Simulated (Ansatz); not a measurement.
Ansatz results at the PBE0-D4/def2-TZVP geometry: size of the dipole moment (ωB97M-V/def2-TZVPP) 2.01 D; HOMO–LUMO gap (PBE/def2-TZVPP) 6.93 eV; HOMO energy (PBE0/def2-TZVPP) -9.50 eV.

**Question.** Which molecule gave them?
A. `F[C@H]1CC(F)(F)[C@H](F)C1(F)F`
B. `F[C@@H]1[C@@H](F)CC(F)(F)C1(F)F`
C. `CC(=O)C(F)F`
D. `CC(O)(F)CF`

**Answer.** B. The others give `F[C@H]1CC(F)(F)[C@H](F)C1(F)F`: 2.67, 6.85, -9.42; `CC(=O)C(F)F`: 1.24, 3.78, -7.96; `CC(O)(F)CF`: 2.24, 7.48, -8.98.
